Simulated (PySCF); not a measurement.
C3H7NSi, SMILES C=C=CN[SiH3].

Geometry optimised at ωB97X-D3(BJ)/def2-SVP. The structure was generated by enumeration, and PubChem lists no compound with its InChIKey, so it may never have been made. Other conformers were not sampled.

Level of theory: HF/def2-TZVP in PySCF.

Symmetry labels are those of the subgroup Cs that the program uses (full group Cs).

Computed valence orbital energies around the gap with their symmetry:
```tsv
orbital	symmetry	energy (eV)
HOMO−7	A'	-17.00
HOMO−6	A"	-16.29
HOMO−5	A'	-14.62
HOMO−4	A"	-14.29
HOMO−3	A'	-13.05
HOMO−2	A"	-12.32
HOMO−1	A'	-10.21
HOMO	A"	-8.56
LUMO	A'	2.98
LUMO+1	A'	4.03
LUMO+2	A"	4.32
LUMO+3	A'	4.48
```
